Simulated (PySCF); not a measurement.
# Which determinant of BeAs lies lowest?

Unrestricted PBE0; Be 6-31G(d,p), As 6-31G(d,p); no relativity (PySCF 2.14). Outer shells of the fragments: Be 2s2; As 3d10 4s2 4p3.

Followed along the bond (rough minima from three points):

| 2Ms+1 | unpaired | ⟨S²⟩ at the start | R at minimum (Å) | Te (eV) |
| --- | --- | --- | --- | --- |
| 4 | σ ↑, π ↑↑ | 3.75 | 2.19 | 0.00 |
| 2 | σ ↓, π ↑↑ | 1.76 | 2.18 | 0.14 |
| 2 | π ↑ | 0.86 | 2.01 | 0.34 |
| 2 | σ ↑, π ↑↓ | 1.76 | 2.18 | 0.41 |
| 2 | σ ↑ | 0.75 | 2.17 | 1.38 |

Solutions found at the starting distance of 2.135 Å, counted from the lowest of them; the search is not exhaustive and high or unbound solutions are not listed, so other states can lie among these:

```
2Ms+1   unpaired   term  E (eV)  ⟨S²⟩  ⟨Lz²⟩  μ (D)
    4  σ ↑, π ↑↑    ⁴Σ⁻    0.00  3.75   0.00  -0.35
    2  σ ↓, π ↑↑  mixed    0.14  1.76   0.00  -0.47
    2  σ ↑, π ↑↓  mixed    0.40  1.76   2.01  -0.33
    2        π ↑     ²Π    0.43  0.86   1.01  -3.43
    2        σ ↑  mixed    1.37  0.75   2.00  -0.10
    4  σ ↑↑, π ↑     ⁴Π    1.84  3.76   1.01  -0.15
    4      π ↑↑↑     ⁴Π    2.59  3.79   1.00  -1.89
    2        π ↑     ²Π    4.52  0.75   1.00   5.69
```

A term symbol is given only where ⟨S²⟩ and ⟨Lz²⟩ are close to those of a pure state; real π, δ and φ orbitals otherwise mix terms. A positive dipole means Be(−)As(+).

Spin–orbit coupling is left out.
